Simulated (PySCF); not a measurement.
PySCF input for MoF3, SMILES [F][Mo]([F])[F] (connectivity only; charge and spin as stated), neutral, multiplicity 4, B3LYP-D3(BJ)/def2-TZVP. The structure is a stationary point at B3LYP-D3(BJ)/def2-TZVP. The spin state was assumed, not searched. The def2 effective core potentials stand for the cores of Mo; spin–orbit coupling is left out.

```python
import numpy as np
from pyscf import gto, scf, dft, df
from pyscf.hessian import thermo

mol = gto.M(
    atom='''
    Mo    0.00000000    0.00000000    0.00000000
    F     1.86253906    0.00000000    0.00000000
    F    -0.93126953   -1.61300614    0.00000000
    F    -0.93126953    1.61300614    0.00000000
    ''',
    basis='def2-TZVP',
    ecp={'Mo': 'def2-tzvp'},
    charge=0,
    spin=3,
    max_memory=1600,
    verbose=3,
)
mf = dft.UKS(mol, xc='b3lyp').density_fit(auxbasis='def2-universal-jkfit')
mf.disp = 'd3bj'
mf.grids.level = 3
mf.conv_tol = 1e-11
mf.max_cycle = 100
mf.kernel()
fine, coarse = mf.grids, dft.Grids(mol).set(level=1).build(with_non0tab=True)
for _ in range(3):  # follow internal instabilities
    mf.grids = coarse
    mo, _, stable, _ = mf.stability(return_status=True, nroots=4)
    mf.grids = fine
    if stable:
        break
    mf.kernel(mf.make_rdm1(mo, mf.mo_occ))

# [left out here: the lines that compute and print the analytic Hessian (its translational invariance restored by hand, since the grid's response is missing), thermochemistry and intensities]
```

Output:

```

WARN: HOMO -0.404408354711788 >= LUMO -0.406344147985633

converged SCF energy = -368.013494389117  <S^2> = 3.7562839  2S+1 = 4.0031407
<class 'pyscf.df.df_jk.DFUKS'> wavefunction is stable in the internal stability analysis

WARN: DFTD3 does not support analytical Hessian, using finite difference


WARN: Mole.unit (angstrom) is changed to Bohr

Mode                                 0                   1                   2
Irrep
Freq [cm^-1]                      147.4228            165.3367            165.3409
Reduced mass [au]                  27.0966             21.1434             21.1435
Force const [Dyne/A]                0.3470              0.3405              0.3406
Char temp [K]                     212.1085            237.8827            237.8888
Normal mode                   x     y     z       x     y     z       x     y     z
       0  Mo                -0.00  0.00 -0.06    0.04  0.00 -0.00   -0.00  0.04  0.00
       1   F                -0.00 -0.00  0.10    0.05 -0.00  0.00   -0.00 -0.17 -0.00
       2   F                 0.00 -0.00  0.10   -0.11  0.09  0.00    0.09 -0.01 -0.00
       3   F                 0.00  0.00  0.10   -0.12 -0.09  0.00   -0.09 -0.01 -0.00
Mode                                 3                   4                   5
Irrep
Freq [cm^-1]                      662.6164            693.8954            693.9003
Reduced mass [au]                  18.9984             23.6716             23.6714
Force const [Dyne/A]                4.9146              6.7153              6.7154
Char temp [K]                     953.3574            998.3610            998.3680
Normal mode                   x     y     z       x     y     z       x     y     z
       0  Mo                -0.00 -0.00 -0.00    0.05  0.00  0.00    0.00 -0.05 -0.00
       1   F                -0.13  0.00  0.00   -0.16 -0.00 -0.00   -0.00  0.01  0.00
       2   F                 0.07  0.11  0.00   -0.05 -0.07 -0.00    0.07  0.12  0.00
       3   F                 0.07 -0.11  0.00   -0.05  0.07 -0.00   -0.07  0.12  0.00
temperature 298.1500 [K]
pressure 101325.00 [Pa]
Rotational constants [GHz] 5.11208 5.11208 2.55604
Symmetry number 6
Zero-point energy (ZPE) 0.00576 [Eh]   15123.864 [J/mol]
                           tot       elec      trans        rot        vib
Entropy [J/mol/K]       313.042     11.526    171.479     93.797     36.239
Cv [J/mol/K]             59.503      0.000     12.472     12.472     34.560
Cp [J/mol/K]             67.817      0.000     20.786     12.472     34.560
Internal energy [J/mol]                      3718.434   3718.434  21007.255
Internal energy [Eh]   -368.00266  -368.01349
Enthalpy [J/mol]                             6197.391   3718.434  21007.255
Enthalpy [Eh]          -368.00172
Gibbs free energy [J/mol]                  -44929.197 -24247.242  10202.700
Gibbs free energy [Eh] -368.03727
mode   freq/cm-1   IR/(km/mol)
   1      147.42        17.977
   2      165.34         7.921
   3      165.34         7.923
   4      662.62         0.000
   5      693.90       201.812
   6      693.90       201.804
max |gradient| / (hartree/bohr): 0.00023807921959439967
APT charges: [ 1.9541 -0.6514 -0.6514 -0.6514]
```

Self-consistency was reached.

Cost: very roughly 2.9 core-minutes.
